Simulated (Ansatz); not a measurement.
Reaction (substitution at a C–O bond): `OC=S` + `C=C(O)[SiH3]` → `C=C([SiH3])OC=S` + H₂O

Calculated with Ansatz (gas phase, PBE0-D4/def2-TZVP geometries, no zero-point term in ΔE). CBS: MP2 limit from def2 TZ/QZ plus the TZ coupled-cluster correction, frozen cores. This one scheme is used for every species. Functionals use def2-TZVPP. B3LYP here is the variant with VWN-RPA as its local correlation; programs differ in this. Each species was taken in one conformer, which may not be the lowest.

Is it downhill or uphill in electronic energy at CCSD(T)/CBS, and by how much? (Estimate.)

Computed: Downhill: ΔE = -0.09 eV.

What do these levels give: r2SCAN-D4, B3LYP-D4, ωB97X-V, PBE, PBE0, B3LYP, HF/def2-TZVPP, HF/def2-QZVPP, MP2/def2-QZVPP, HF/CBS(def2), MP2/CBS(def2), CCSD/CBS(def2)? (An estimate is asked.)

Computed: r2SCAN-D4 0.02, B3LYP-D4 -0.03, ωB97X-V 0.00, PBE 0.09, PBE0 0.06, B3LYP 0.05, HF/def2-TZVPP 0.02, HF/def2-QZVPP 0.02, MP2/def2-QZVPP -0.12, HF/CBS(def2) 0.02, MP2/CBS(def2) -0.13, CCSD/CBS(def2) -0.07 eV.

Largest T1 diagnostic among the species: 0.018.

The D4 term adds −0.08 eV with B3LYP and −0.05 eV with PBE0; it sums over pairs of atoms, weighted by their polarisabilities, and B3LYP, whose exchange is more repulsive, gets the larger term. In def2-TZVPP, CCSD(T) changes the Hartree–Fock value by −0.10 eV (the triples alone add −0.02 eV) and MP2 by −0.14 eV.
